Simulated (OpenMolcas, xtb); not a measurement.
A ladder of methods for CH3BF2 (SMILES BC(F)F)

CH3BF2 has 7 atoms, charge 0, and is taken as a singlet. SMILES: `BC(F)F`. The shape is that of a GFN2-xTB optimisation.

Quantity: the dipole moment, in D. The values are calculated.

```
                             level            kind     program  value (D)   CPU time
                          GFN2-xTB  semi-empirical         xtb       2.88  under 2 s
                          GFN0-xTB  semi-empirical         xtb       2.78  under 2 s
                          GFN1-xTB  semi-empirical         xtb       2.69  under 2 s
                         HF/STO-3G    Hartree–Fock  OpenMolcas       1.51      1.6 s
                          HF/3-21G    Hartree–Fock  OpenMolcas       2.65      1.8 s
                       HF/def2-SVP    Hartree–Fock  OpenMolcas       2.49      3.9 s
                 SVWN5/aug-cc-pVDZ             LDA  OpenMolcas       1.99       47 s
                    TPSS/def2-TZVP        meta-GGA  OpenMolcas       1.94       86 s
B3LYP/6-31G* (spherical functions)   global hybrid  OpenMolcas       1.84       18 s
B3LYP/6-31G* (Cartesian functions)   global hybrid  OpenMolcas       1.84       19 s
```

The values span 1.51 to 2.88 D. Sets without polarisation functions give poor dipoles. CPU times are rough (shared hosts, several kinds of processor): they show what a rung costs within a factor of a few.
